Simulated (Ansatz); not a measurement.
The first iterations of a band of C$_{2}$H$_{6}$GeS (10 atoms, charge 0, multiplicity 1).

These are results of RKS PBE0-D4/def2-SVP (Ansatz), not measurements.

```
movable images  : 5
climbing image  : yes
spring          : 5.0 eV/Å²
optimiser       : quadratic models (default)
start path      : IDPP
force threshold : 0.03 eV/Å
iteration limit : 60
end points      : relaxed
```

First end point:

```xyz
10
Properties=species:S:1:pos:R:3
S -1.724 0.442 -1.187
C -0.098 0.589 -0.442
C 0.801 -0.632 -0.630
Ge 0.335 -0.331 1.230
H -2.417 1.151 -0.269
H 0.392 1.554 -0.619
H 1.828 -0.441 -0.958
H 0.347 -1.502 -1.118
H -0.758 -1.187 1.853
H 1.378 0.307 2.142
```

Last end point:

```xyz
10
Properties=species:S:1:pos:R:3
S -1.970 0.664 -0.386
C -0.205 0.676 -0.121
C 0.636 -0.485 -0.644
Ge 0.486 -0.490 1.291
H -1.960 0.817 -1.735
H 0.259 1.667 -0.189
H 1.600 -0.230 -1.098
H 0.094 -1.271 -1.180
H -0.501 -1.446 1.944
H 1.646 0.047 2.121
```

| iteration | highest image above the first end (eV) | largest band force component (eV/Å) |
| --- | --- | --- |
| 1 | 0.333 | 0.997 |
| 2 | 0.186 | 0.558 |

Does the band converge within its limit, and where does its top end?

It converged. It ended after 8 iterations with the highest image 0.153 eV above the first end. A vibrational analysis at the climbing image gives one clearly imaginary mode, 298i cm⁻¹: a first-order saddle point.

The run took 2.4 min on 2 threads of Arm Neoverse V1, with other jobs on the host, peak memory 0.23 GiB.
